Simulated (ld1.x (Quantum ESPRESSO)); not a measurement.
indium, TM: configuration errors across variants

ld1.x (Quantum ESPRESSO) 7.5 input, shortened:

```
&input
   title='In', zed=49., rel=1, dft='PBESOL', iswitch=3,
   config='[Kr] 4d10 5s1.5 5p1.5'
 /
 &inputp
   pseudotype=2, tm=.true., lloc=-1, rcloc=1.70,
   nlcc=.false.
 /
3
5S  1  0   1.50   0.00  2.10  2.10  0.0
5P  2  1   1.50   0.00  2.00  2.00  0.0
4D  3  2  10.00   0.00  1.05  1.05  0.0
 &test
   configts(1)='4d10 5s1.5 5p1.5'
 /
```

All-electron excitation energies from the reference (eV): (1) 4d10 5s2 5p1 -2.904; (2) 4d10 5s2 5p0 2.456; (3) 4d10 5s1 5p0 21.734; (4) 4d10 5s2 5p1.3 -3.435; (5) 4d9 5s2 5p2 15.355; (6) 4d10 5s2 5p0.5 -0.963; (7) 4d9 5s2 5p1 22.187.

1 further variants failed, have other tests or too few solved ones, and are left out.

A true bound ghost makes a file unfit for plane-wave use even where its test errors are small: the radial tests pick states by their node count and pass the ghost by.

Errors AE − PS in meV (a dash: test not solved or not reliable):

```csv
change,(1),(2),(3),(4),(5),(6),(7),bound ghosts
base,+0.6,-1.0,-6.3,+1.0,-103,0.0,-73,s
wave 5p (bound): rc 2.00 bohr becomes 5p (bound): rc 1.52 bohr,-0.3,-1.1,+5.3,+0.3,+71,-0.8,+46,"p, s"
wave 5p (bound): rc 2.00 bohr becomes 5p (bound): rc 1.82 bohr,+0.5,-0.6,-3.9,+1.0,-46,0.0,-24,s
wave 5p (bound): rc 2.00 bohr becomes 5p (bound): rc 2.10 bohr,+0.6,-1.4,-7.1,+1.0,-128,-0.1,-94,s
wave 5p (bound): rc 2.00 bohr becomes 5p (bound): rc 2.30 bohr,+0.4,-2.2,-7.5,+0.8,-152,-0.4,-112,s
wave 5p (bound): rc 2.00 bohr becomes 5p (bound): rc 2.68 bohr,+0.5,-2.1,-7.9,+0.9,-151,-0.4,-112,s
wave 5p (bound): rc 2.00 bohr becomes 5p (bound): rc 2.92 bohr,+0.9,-1.5,-11,+1.2,-135,+0.2,-101,s
```

Q: Give the same row for: wave 5p (bound): rc 2.00 bohr becomes 5p (bound): rc 2.54 bohr.

A: +0.4, -2.3, -7.5, +0.8, -154, -0.5, -115; bound ghosts: s.
